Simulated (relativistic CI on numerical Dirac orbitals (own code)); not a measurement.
**W2+ (5d4) in a crystal field**

Calculated by Dirac-Coulomb-Breit CI, orbitals from a KLI potential per configuration, model QED, one configuration in a parametric crystal field, unscaled Slater integrals (own radial code). With so little scaling, terms lie 10 to 35 % too far apart, which can change the order of excited levels.

Field parameters in Wybourne normalisation: D4h B²₀ = −7Ds, B⁴₀ = 21(Dq − Dt), B⁴₄ = 21√(5/14) Dq. The field is a parameter set, without covalency.

S and J are read from ⟨S²⟩ = S(S + 1) and ⟨J²⟩ = J(J + 1) of each level; they are not fictitious spins.

D4h, 10Dq = 26900, Ds = -1500, Dt = 760 cm⁻¹, the lowest 10 levels:

```
E (cm⁻¹)  Degeneracy  Irrep     S     J
     0.0           1     A1  1.05  3.82
     787           2      E  1.05  3.94
    7280           1     A1  1.19  3.68
    7388           1     A2  1.22  3.85
    7693           1     B2  0.80  4.15
    8161           1     B1  1.11  3.65
    8411           2      E  1.22  3.72
   10324           1     B2  1.50  3.56
   10641           1     B1  1.38  3.80
   11110           1     A1  1.94  2.87
```

D4h, 10Dq = 26900, Ds = 3000, Dt = 760 cm⁻¹, the lowest 10 levels:

```csv
E (cm⁻¹),Degeneracy,Irrep,S,J
0.0,1,A1,1.46,3.44
655,1,A2,1.59,3.35
1759,2,E,1.66,3.32
2470,1,B1,1.82,3.11
4821,1,B2,0.99,3.95
4976,1,A1,1.62,3.50
5136,2,E,1.44,3.68
5623,1,B1,1.25,3.66
5634,1,A2,1.52,3.67
8254,1,A1,0.93,3.81
```

D4h, 10Dq = 26900, Ds = 2590, Dt = 760 cm⁻¹, the lowest 10 levels:

```csv
E (cm⁻¹),Degeneracy,Irrep,S,J
0.0,1,A1,1.42,3.49
721,1,A2,1.55,3.41
1832,2,E,1.60,3.39
2630,1,B1,1.78,3.14
4640,1,B2,0.99,3.95
4993,1,A1,1.65,3.48
5105,2,E,1.51,3.63
5547,1,B1,1.31,3.61
5683,1,A2,1.56,3.62
7203,2,E,0.97,3.99
```

D4h, 10Dq = 26900, Ds = 2180, Dt = 760 cm⁻¹, the lowest 10 levels:

```
E (cm⁻¹)  Degeneracy  Irrep     S     J
     0.0           1     A1  1.37  3.56
     818           1     A2  1.51  3.46
    1912           2      E  1.53  3.47
    2812           1     B1  1.72  3.19
    4495           1     B2  0.99  3.94
    4883           1     A1  1.61  3.49
    5051           2      E  1.54  3.62
    5538           1     B1  1.38  3.56
    5796           1     A2  1.59  3.57
    6209           2      E  1.04  3.90
```

D4h, 10Dq = 26900, Ds = 1770, Dt = 760 cm⁻¹, the lowest 16 levels:

| E (cm⁻¹) | Degeneracy | Irrep | S | J |
| --- | --- | --- | --- | --- |
| 0.0 | 1 | A1 | 1.32 | 3.63 |
| 966 | 1 | A2 | 1.47 | 3.52 |
| 1993 | 2 | E | 1.45 | 3.57 |
| 3027 | 1 | B1 | 1.65 | 3.25 |
| 4405 | 1 | B2 | 0.99 | 3.94 |
| 4430 | 1 | A1 | 1.42 | 3.56 |
| 4629 | 2 | E | 1.34 | 3.78 |
| 5622 | 1 | B1 | 1.46 | 3.50 |
| 5749 | 2 | E | 1.38 | 3.62 |
| 5993 | 1 | A2 | 1.63 | 3.52 |
| 6158 | 1 | A1 | 1.43 | 3.50 |
| 12153 | 2 | E | 0.26 | 4.55 |
| 12556 | 1 | A1 | 0.23 | 4.67 |
| 13079 | 1 | B2 | 0.27 | 4.47 |
| 14211 | 1 | B1 | 0.34 | 4.68 |
| 15068 | 1 | B2 | 1.96 | 2.95 |

The free-ion ground term has S = 2. The field overcomes the spin-pairing energy for D4h, 10Dq = 26900, Ds = -1500, Dt = 760 cm⁻¹; D4h, 10Dq = 26900, Ds = 2180, Dt = 760 cm⁻¹; D4h, 10Dq = 26900, Ds = 1770, Dt = 760 cm⁻¹, where the ground state has lower spin; these fields are assumed values.

Levels of this model without a field, named by their leading LS term: ⁵D0 0, ⁵D1 1127, ⁵D2 2661, ⁵D3 4322, ⁵D4 6013, ³P0 14461, ³H4 15495, ³H5 17842 cm⁻¹.
